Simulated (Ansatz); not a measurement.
Reaction (hydrogenolysis of the Si–Al bond): `BCO[SiH2][AlH2]` + H₂ → `BCO[SiH3]` + `[AlH3]`

Gas-phase electronic energies from Ansatz, PBE0-D4/def2-TZVP geometries. CBS: MP2 limit from def2 TZ/QZ plus the TZ coupled-cluster correction, frozen cores. This one scheme is used for every species. DFT in def2-TZVPP. B3LYP here is the variant with VWN-RPA as its local correlation; programs differ in this. Each species was taken in one conformer, which may not be the lowest.

```tsv
level	ΔE (kJ/mol)
B3LYP-D4	-28.8
ωB97M-V	-35.5
B2PLYP	-37.6
HF/def2-TZVPP	-63.4
MP2/def2-TZVPP	-34.4
SCS-MP2/def2-TZVPP	-40.8
CCSD/def2-TZVPP	-37.0
MP2/def2-QZVPP	-33.0
```

(1) What does CCSD(T)/CBS give? (An estimate is asked.)

Largest T1 diagnostic among the species: 0.012.

Results:

(1) Ansatz gave: -28.5 kJ/mol. The listed levels differ from it by -0.3, -7.0, -9.1, -34.9, -5.9, -12.3, -8.5, -4.5 kJ/mol.

From PBE to PBE0 (25 % exact exchange), in def2-TZVPP and without D4, ΔE moves by −7.8 kJ/mol. The D4 term adds +9.4 kJ/mol with B3LYP and +5.4 kJ/mol with PBE0; it sums over pairs of atoms, weighted by their polarisabilities, and B3LYP, whose exchange is more repulsive, gets the larger term.
